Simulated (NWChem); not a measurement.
Program: NWChem. System: Sb, charge 0, spin multiplicity 4. Its SCF solution wasn't tested for a lower state. Level: ULDA (SVWN5)/def2-SVP with def2 effective core potentials on Sb.

The NWChem input:

```
start mol
memory heap 200 mb stack 900 mb global 1100 mb
geometry units angstroms nocenter noautoz
  Sb     0.000000     0.000000     0.000000
  symmetry group D2h
end
basis spherical
  * library def2-svp
end
ecp
  Sb library def2-ecp
end
dft
  xc slater vwn_5
  odft
  mult 4
  semidirect memsize 60000000 filesize 0
  iterations 100
end
task dft energy
```

Part of the output:

```
             Northwest Computational Chemistry Package (NWChem) 7.3.0
             --------------------------------------------------------

                                NWChem Input Module
                                -------------------

 Scaling coordinates for geometry "geometry" by  1.889725989
 (inverse scale =  0.529177249)

                             Geometry "geometry" -> ""
                             -------------------------

 Output coordinates in angstroms (scale by  1.889725989 to convert to a.u.)

  No.       Tag          Charge          X              Y              Z
 ---- ---------------- ---------- -------------- -------------- --------------
    1 Sb                  51.0000     0.00000000     0.00000000     0.00000000

 Effective nuclear repulsion energy (a.u.)       0.0000000000

            Nuclear Dipole moment (a.u.)
            ----------------------------
        X                 Y               Z
 ---------------- ---------------- ----------------
     0.0000000000     0.0000000000     0.0000000000

      Symmetry information
      --------------------

 Group name             D2h
 Group number             26
 Group order               8
 No. of unique centers     1

      Symmetry unique atoms

     1


 Summary of "ao basis" -> "" (spherical)
 ------------------------------------------------------------------------------
       Tag                 Description            Shells   Functions and Types
 ---------------- ------------------------------  ------  ---------------------
 *                          def2-svp                  on all atoms

                                 NWChem DFT Module
                                 -----------------

 Summary of "ao basis" -> "ao basis" (spherical)
 ------------------------------------------------------------------------------
       Tag                 Description            Shells   Functions and Types
 ---------------- ------------------------------  ------  ---------------------
 Sb                         def2-svp                10       26   4s4p2d

 Summary of "ao basis" -> "ao basis" (spherical)
 ------------------------------------------------------------------------------
       Tag                 Description            Shells   Functions and Types
 ---------------- ------------------------------  ------  ---------------------
 Sb                         def2-svp                10       26   4s4p2d

      Symmetry analysis of basis
      --------------------------

        ag          8
        au          0
        b1g         2
        b1u         4
        b2g         2
        b2u         4
        b3g         2
        b3u         4

            General Information
            -------------------
          SCF calculation type: DFT
          Wavefunction type:  spin polarized.
          No. of atoms     :     1
          No. of electrons :    23
           Alpha electrons :    13
            Beta electrons :    10
          Charge           :     0
          Spin multiplicity:     4
          Use of symmetry is: on ; symmetry adaption is: on
          Maximum number of iterations: 100
          AO basis - number of functions:    26
                     number of shells:    10
          Convergence on energy requested:  1.00D-06
          Convergence on density requested:  1.00D-05
          Convergence on gradient requested:  5.00D-04

              XC Information
              --------------
                        Slater Exchange Functional  1.000 local
[...]
                     b1g               1.0          1.0
                     b1u               2.0          1.0
                     b2g               1.0          1.0
                     b2u               2.0          1.0
                     b3g               1.0          1.0
                     b3u               2.0          1.0

                    DFT Final Alpha Molecular Orbital Analysis
                    ------------------------------------------

 Vector   11  Occ=1.000000D+00  E=-1.997151D-01  Symmetry=b3u
              MO Center= -3.4D-19,  2.9D-33,  2.9D-33, r^2= 2.6D+00
   Bfn.  Coefficient  Atom+Function         Bfn.  Coefficient  Atom+Function
  ----- ------------  ---------------      ----- ------------  ---------------
    11      0.600375  1 Sb px                14      0.544097  1 Sb px
     8     -0.218048  1 Sb px                 5     -0.174886  1 Sb px

 Vector   12  Occ=1.000000D+00  E=-1.997151D-01  Symmetry=b2u
              MO Center=  2.3D-33, -3.5D-19,  3.2D-33, r^2= 2.6D+00
   Bfn.  Coefficient  Atom+Function         Bfn.  Coefficient  Atom+Function
  ----- ------------  ---------------      ----- ------------  ---------------
    12      0.600375  1 Sb py                15      0.544097  1 Sb py
     9     -0.218048  1 Sb py                 6     -0.174886  1 Sb py

 Vector   13  Occ=1.000000D+00  E=-1.997151D-01  Symmetry=b1u
              MO Center=  2.4D-33,  2.4D-33, -2.6D-18, r^2= 2.6D+00
   Bfn.  Coefficient  Atom+Function         Bfn.  Coefficient  Atom+Function
  ----- ------------  ---------------      ----- ------------  ---------------
    13      0.600375  1 Sb pz                16      0.544097  1 Sb pz
    10     -0.218048  1 Sb pz                 7     -0.174886  1 Sb pz

 Vector   14  Occ=0.000000D+00  E= 1.234229D-01  Symmetry=ag
              MO Center= -5.5D-34, -2.0D-35,  3.1D-34, r^2= 4.3D+00
   Bfn.  Coefficient  Atom+Function         Bfn.  Coefficient  Atom+Function
  ----- ------------  ---------------      ----- ------------  ---------------
     3      2.233525  1 Sb s                  4     -2.039242  1 Sb s
     1     -0.353823  1 Sb s                  2     -0.323738  1 Sb s

 Vector   15  Occ=0.000000D+00  E= 2.392949D-01  Symmetry=b1u
              MO Center=  3.7D-18,  3.7D-18,  1.5D-19, r^2= 4.6D+00
   Bfn.  Coefficient  Atom+Function         Bfn.  Coefficient  Atom+Function
  ----- ------------  ---------------      ----- ------------  ---------------
    13      1.440210  1 Sb pz                16     -1.321307  1 Sb pz
    10     -0.270204  1 Sb pz                 7     -0.217196  1 Sb pz

 Vector   16  Occ=0.000000D+00  E= 2.392950D-01  Symmetry=b3u
              MO Center= -2.7D-19,  1.7D-27,  7.6D-28, r^2= 4.6D+00
   Bfn.  Coefficient  Atom+Function         Bfn.  Coefficient  Atom+Function
  ----- ------------  ---------------      ----- ------------  ---------------
    11      1.440210  1 Sb px                14     -1.321307  1 Sb px
     8     -0.270204  1 Sb px                 5     -0.217196  1 Sb px

                     DFT Final Beta Molecular Orbital Analysis
                     -----------------------------------------

 Vector    8  Occ=1.000000D+00  E=-1.198181D+00  Symmetry=ag
              MO Center= -1.3D-33, -2.4D-33,  8.2D-40, r^2= 3.5D-01
   Bfn.  Coefficient  Atom+Function         Bfn.  Coefficient  Atom+Function
  ----- ------------  ---------------      ----- ------------  ---------------
    21      0.977269  1 Sb d  2              26      0.062567  1 Sb d  2

 Vector    9  Occ=1.000000D+00  E=-1.198181D+00  Symmetry=ag
              MO Center=  2.6D-18,  1.0D-18,  1.2D-17, r^2= 3.5D-01
   Bfn.  Coefficient  Atom+Function         Bfn.  Coefficient  Atom+Function
  ----- ------------  ---------------      ----- ------------  ---------------
    19      0.977269  1 Sb d  0              24      0.062567  1 Sb d  0

 Vector   10  Occ=1.000000D+00  E=-4.408721D-01  Symmetry=ag
              MO Center=  3.3D-18,  4.1D-20,  4.5D-18, r^2= 1.5D+00
   Bfn.  Coefficient  Atom+Function         Bfn.  Coefficient  Atom+Function
  ----- ------------  ---------------      ----- ------------  ---------------
     3      0.935518  1 Sb s                  1     -0.422160  1 Sb s
     4      0.295730  1 Sb s                  2     -0.281130  1 Sb s

 Vector   11  Occ=0.000000D+00  E=-1.398552D-01  Symmetry=b3u
              MO Center= -1.0D-18,  1.5D-33,  2.7D-33, r^2= 2.7D+00
   Bfn.  Coefficient  Atom+Function         Bfn.  Coefficient  Atom+Function
  ----- ------------  ---------------      ----- ------------  ---------------
    14      0.574645  1 Sb px                11      0.566447  1 Sb px
     8     -0.211856  1 Sb px                 5     -0.168057  1 Sb px

 Vector   12  Occ=0.000000D+00  E=-1.398552D-01  Symmetry=b2u
              MO Center= -4.7D-34, -5.9D-19, -1.6D-33, r^2= 2.7D+00
   Bfn.  Coefficient  Atom+Function         Bfn.  Coefficient  Atom+Function
  ----- ------------  ---------------      ----- ------------  ---------------
    15      0.574645  1 Sb py                12      0.566447  1 Sb py
     9     -0.211856  1 Sb py                 6     -0.168057  1 Sb py

 Vector   13  Occ=0.000000D+00  E=-1.398551D-01  Symmetry=b1u
              MO Center= -3.9D-18, -3.9D-18, -6.5D-18, r^2= 2.7D+00
   Bfn.  Coefficient  Atom+Function         Bfn.  Coefficient  Atom+Function
  ----- ------------  ---------------      ----- ------------  ---------------
    16      0.574645  1 Sb pz                13      0.566447  1 Sb pz
    10     -0.211856  1 Sb pz                 7     -0.168057  1 Sb pz

   alpha - beta orbital overlaps
   -----------------------------

   alpha      1      2      3      4      5      6      7      8      9     10
    beta      1      2      4      3      5      6      8      7      9     10
 overlap   1.000  1.000  1.000  1.000  1.000  1.000  1.000  1.000  1.000  1.000

   alpha     11     12     13     14     15     16     17     18     19     20
    beta     11     12     13     14     15     16     17     18     19     20
 overlap   1.000  1.000  1.000  1.000  1.000  1.000  1.000  1.000  1.000  1.000

   alpha     21     22     23     24     25     26
    beta     21     22     23     24     25     26
 overlap   1.000  1.000  1.000  1.000  1.000  1.000

     --------------------------
     Expectation value of S2:
     --------------------------
      <S2> =      3.7504 (Exact =     3.7500)

 Task  times  cpu:        0.4s     wall:        0.4s

 Total times  cpu:        0.4s     wall:        0.4s
```
